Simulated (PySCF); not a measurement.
An element was calculated at PBE0 (PySCF 2.14, ECP, a triple-zeta basis, no spin-orbit coupling), in the ground configurations that NIST lists.

```
first ionisation energy  : 7.244 eV
second ionisation energy : 16.271 eV
third ionisation energy  : 27.244 eV
```

Question: Which element is it?

Answer: Molybdenum (Mo, Z = 42), in cc-pVTZ-PP with ECP28MDF. NIST lists 7.092, 16.16 ± 0.12, 27.13 ± 0.12 eV for these ionisation energies.
